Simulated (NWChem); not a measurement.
System: YCl₃ cation, doublet; SMILES of the neutral closed-shell parent [Cl][Y]([Cl])[Cl]

```xyz
4

Y     -0.5905     0.3429     0.0000
Cl     0.3399    -1.5571     1.3608
Cl     0.3399    -1.5571    -1.3608
Cl     0.6750     2.3276     0.0000
```
Atoms are numbered in this order, from 1.

Computed with NWChem. Spin-unrestricted. All runs use the structure optimised with PBE0/def2-SVP, spin-unrestricted. The spin multiplicity was typed, not searched, and may not be the lowest. No stability test was run on the SCF state. def2 effective core potentials on Y; no spin-orbit coupling.

**Question.** Estimate the computed values for B3LYP/def2-SVP (core potentials). Quantities: highest occupied level (eV); lowest empty minus highest occupied level, either spin (eV); <S²>.

**Answer.** 
```
Quantity                                                      Value
-----------------------------------------------------------  ------
highest occupied level (eV)                                  -13.66
lowest empty minus highest occupied level, either spin (eV)    2.68
<S²>                                                          0.755
```
